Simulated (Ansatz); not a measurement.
Relaxation of BCl2HO (5 atoms, charge 0, multiplicity 1), to a largest force component of 0.02 eV/Å in at most 40 steps.

Theory: RKS B3LYP/STO-3G in Ansatz.

```xyz
5
Properties=species:S:1:pos:R:3
B 0.000 0.000 0.000
O 0.000 0.000 1.410
H -0.909 -0.281 1.747
Cl 1.611 0.000 -0.930
Cl -1.611 0.000 -0.930
```

Q: Where does it end, and by what steps?

A: The forces met the threshold. Limits of this set-up: minimal basis. After 4 steps the energy has fallen by 0.254 eV; O2 moved furthest, 0.14 Å.

```
step  energy less start (eV)  largest force component (eV/Å)  accepted
   0                  0.0000                           2.863       yes
   1                 -0.1115                           2.709       yes
   2                 -0.1500                           1.285       yes
   3                 -0.2497                           0.338       yes
   4                 -0.2539                           0.016       yes
```

```xyz
5
Properties=species:S:1:pos:R:3
B -0.012 -0.037 -0.001
O 0.031 -0.117 1.345
H -0.907 -0.162 1.738
Cl 1.551 0.051 -0.873
Cl -1.572 -0.016 -0.912
```

Whether the end is a true minimum wasn't checked by a vibrational analysis.

Run time: 11 s on 1 thread of Intel(R) Xeon(R) Platinum 8175M CPU @ 2.50GHz (Skylake/Cascade Lake) (shared host), peak memory 0.13 GiB.
